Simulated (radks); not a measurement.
Values are calculated unless marked as measured or tabulated.
Successive ionisation energies (eV) of one element, from differences of total energies of ions in their ground configurations, starting at charge 5: 107.79, 134.46, 162.89, 192.97, 224.57, 320.35, 352.34, 384.53, 427.03, 461.83, 496.70, 570.03. Level of theory: scalar-relativistic Kohn-Sham, LDA (Slater exchange, Perdew-Wang correlation), spin-polarised, spherical densities, point nucleus; open shells are filled with parallel spins first (a radial shooting solver on a logarithmic mesh with Libxc functionals). Which element is it?

Answer. Nickel (Z = 28). The first species listed is Ni5+ in [Ar] 3d5, the last Ni16+ in [Ne] 3s2.
